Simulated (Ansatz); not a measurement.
Relaxation of Cl2F2H3HfN (9 atoms, charge 0, multiplicity 1), to a largest force component of 0.03 eV/Å in at most 50 steps.

All numbers below come from Ansatz, RHF/def2-SVP.

```xyz
9
Properties=species:S:1:pos:R:3
Hf -0.075 -0.095 0.057
N -0.052 -0.006 2.207
H -0.878 -0.056 2.782
H 0.727 -0.339 2.751
F 1.718 -0.145 -0.587
Cl -1.494 1.562 -0.904
F -0.856 -1.763 -0.432
Cl 1.471 2.950 1.530
H 0.799 2.086 2.278
```

Task: Where does it end, and by what steps?

Result: The run converged. The force dipped under the threshold on the way, but the program's further checks kept it going. After 31 steps the energy has fallen by 0.275 eV; H9 moved furthest, 1.54 Å.

| step | energy less start (eV) | largest force component (eV/Å) | accepted |
| --- | --- | --- | --- |
| 0 | 0.0000 | 1.723 | yes |
| 2 | -0.1236 | 0.670 | yes |
| 4 | -0.1405 | 0.316 | yes |
| 6 | -0.1454 | 0.048 | yes |
| 8 | -0.1467 | 0.104 | yes |
| 10 | -0.1490 | 0.045 | yes |
| 12 | -0.1558 | 0.098 | yes |
| 14 | -0.1414 | 1.139 | no |
| 16 | -0.1836 | 0.204 | yes |
| 18 | -0.2081 | 0.061 | yes |
| 20 | -0.1788 | 1.349 | no |
| 22 | -0.2481 | 0.360 | yes |
| 24 | -0.2594 | 0.135 | yes |
| 26 | -0.2614 | 0.323 | yes |
| 28 | -0.2658 | 0.323 | yes |
| 30 | -0.2743 | 0.061 | yes |
| 31 | -0.2749 | 0.020 | yes |

```xyz
9
Properties=species:S:1:pos:R:3
Hf -0.047 -0.073 0.239
N -0.124 -0.483 2.223
H -0.665 -1.236 2.614
H 0.361 -0.015 2.968
F 1.735 -0.147 -0.472
Cl -1.280 1.900 -0.417
F -0.998 -1.554 -0.494
Cl 1.638 2.469 1.647
H 0.741 3.334 1.373
```

Whether the end is a true minimum wasn't checked by a vibrational analysis.

Time of the run: 83 s on 2 threads of Arm Neoverse V2 (shared host), peak memory 0.3 GiB.
